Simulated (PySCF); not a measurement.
# Radial density of Cr (chromium, neutral)

UHF, [Ar] 3d4 4s1 4p1, one real determinant (an excited configuration). Computed with PySCF 2.14 in aug-cc-pVQZ-DK, with the spin-free X2C one-electron Hamiltonian (Gaussian nucleus).

```csv
r (bohr),4πr²ρ (e/bohr),4πr²(ρα − ρβ)
0.00109,0.1903,0.0001
0.00184,0.4835,0.0001
0.00309,1.203,0.0003
0.00520,2.896,0.0008
0.00874,6.566,0.0018
0.0147,13.40,0.0036
0.0247,22.79,0.0058
0.0416,28.74,0.0060
0.0700,24.67,0.0049
0.118,22.99,0.0300
0.198,31.48,0.1845
0.333,18.97,0.8586
0.560,10.75,2.5116
0.942,12.06,3.0834
1.58,3.395,1.6611
2.67,0.9074,0.8703
4.48,0.3703,0.3703
7.54,0.03687,0.0369
12.7,0.0002901,0.0003
```

Densities and radii are taken from the X2C orbitals without a picture-change correction, which distorts them close to the nucleus.

⟨L²⟩ = 7.98 against 12 for a pure F term, so this real determinant mixes terms.
